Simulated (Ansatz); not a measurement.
Reaction (SMILES): NB(N)Br → N[B]N + Br atom (the B-Br bond at the site shown breaks; other sites are not compared here)
Each molecule is optimised on its own at B3LYP-D3(BJ)/def2-TZVP (Ansatz, a program for electronic structure), one conformer each, not searched for the lowest. Frequencies are from Ansatz.

Quantity: bond dissociation energy (0 K, with B3LYP-D3(BJ) harmonic zero-point energies), in kcal/mol. Cores are frozen in the correlated levels unless marked. Open shells are spin-unrestricted. Spin-orbit coupling is left out. The frozen core is the preceding noble-gas configuration, with the filled d and f shells of earlier blocks. Non-relativistic. CBS(X,Y): correlation extrapolated as X^-3; Hartree-Fock from the larger set.

```tsv
level	program	bond dissociation energy (kcal/mol)
r2SCAN0/def2-TZVPD	Ansatz	104.4
LC-wPBE-D4/def2-TZVPD	Ansatz + dftd4	105.5
wB97M-V/def2-TZVPD	Ansatz	109.0
wB97X-V/def2-TZVPD	Ansatz	109.1
MP2/6-31G	Ansatz	93.5
RI-MP2/cc-pVQZ	Ansatz	111.2
RI-MP2/CBS(aug-cc-pVTZ,aug-cc-pVQZ)	Ansatz	112.9
```

Q: Predict the CCSD(T)/CBS(aug-cc-pVTZ,aug-cc-pVQZ) result (Ansatz).

A: 108.9 kcal/mol
